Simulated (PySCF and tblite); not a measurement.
Values are calculated unless marked as measured or tabulated.
C₄H₃ClN₂O, numbered as in [O:1]=[CH:2][c:3]1[n:4][nH:5][cH:6][c:7]1[Cl:8].

Conformers came from 60 starts (ETKDG, MMFF94s, GFN2-xTB); geometries are GFN2-xTB. Energies: PBE0-D3(BJ)/def2-SVP (IEF-PCM, acetonitrile), with GFN2-xTB thermal terms (modes under about 100 cm⁻¹ blended into free rotors). Symmetry numbers and mirror images are counted. Conformers within 3 kcal/mol (GFN2-xTB free energy) were kept, 3 at most. GIAO shieldings: wB97X-D/pcSseg-1 (IEF-PCM, acetonitrile). Shifts are against TMS (¹H), TMS (¹³C) at the same level. Run with PySCF (density fitting) and tblite.

Task: List the conformer-averaged shifts at 298.15 K.

Result: ¹H: 10.21 (H2, 1H), 8.03 (H6, 1H) ppm. ¹³C: 196.7 (C2), 152.5 (C3), 140.2 (C6), 125.9 (C7) ppm.

Task: How do the conformers differ?

Result: Torsions listed: O1–C2–C3–N4.
```json
{"conformer": "1", "shape": "180°", "weight %": "82.7"}
{"conformer": "2", "shape": "0°", "weight %": "17.3"}
```

```csv
signal,1,2,average
H2,10.17,10.41,10.21
H6,8.03,8.05,8.03
C2,197.3,193.7,196.7
C3,152.9,150.6,152.5
C6,140.3,139.5,140.2
C7,125.0,130.4,125.9
```

Task: Which signal moves most, for its nucleus, between 150 and 400 K through the change of populations alone?

Result: C7: 125.2 ppm at 150 K, 125.4 ppm at 200 K, 125.7 ppm at 250 K, 125.9 ppm at 298.15 K, 126.3 ppm at 400 K.

H on N, O and S are left out: they exchange, and hydrogen bonds move them by several ppm. Shifts are unscaled: against experiment ¹³C can be off by 15 ppm or more and ¹H by 0.8 ppm.
